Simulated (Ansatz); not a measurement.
Input for Ansatz (a program for electronic structure): R-CCSD(T)/def2-SVP on H3NPb (SMILES [NH2][PbH]), a point of a torsion scan. Elements past Kr take the def2 small-core potentials; no spin–orbit coupling. The run froze 10 orbitals, filled d shells among them.

Ansatz 0.2 input:
```yaml
crystal:
  periodic: [false, false, false]
  atoms:
    - {symbol: N, position_ang: [-0.88638615, -0.17442297, -0.24629805]}
    - {symbol: Pb, position_ang: [1.24404118, -0.72682354, -0.30569092]}
    - {symbol: H, position_ang: [-1.60700757, -0.46647390, 0.39161262]}
    - {symbol: H, position_ang: [-0.92692447, 0.83966388, -0.18157399]}
    - {symbol: H, position_ang: [1.04717726, -2.21591861, -1.38233579]}
basis:
  gaussian:
    orbitals: def2-SVP
magnetization: {spin_polarized: false}
correlation: {method: ccsd_t, electrons: outside_noble_gas}
scf: {lower_state_search: off}
```

The head of its log:

```
WARN ansatz: RAYON_NUM_THREADS=1 ignored (pool sized by the plan → 1); use --threads N
Functional definition: HF
these checks for a lower state are left out or cut short: stability, starts, cluster_reference, orbital_swaps, neighbouring_geometries, increment
integrals: 0.03 GiB planned
645 factors; integrals over basis functions are off by at most 1.0e-3 eV
mean field: 0.10 GiB planned
mean field evaluation 1: about -6743.7805 eV, gradient 3.5e1 eV
mean field evaluation 2: about -6743.7898 eV, gradient 3.5e1 eV
mean field evaluation 4: about -6746.6835 eV, gradient 2.1e0 eV
mean field evaluation 8: about -6746.7115 eV, gradient 1.7e-1 eV
mean field -6746.71192559 eV, -247.9370901798 hartree, gradient 9.6e-6 eV, S^2 0.000000; 0 other end points of the search recorded, 0 dependent functions left out
10 core orbitals not correlated
reference -6746.71192559 eV, -247.9370901798 hartree; 6, 6 occupied and 39, 39 virtual orbitals, 645 factors
```

### Question
Predict the final total energy.

### Answer
-248.2145 hartree (reference determinant -247.9371, T1 diagnostic 0.027).
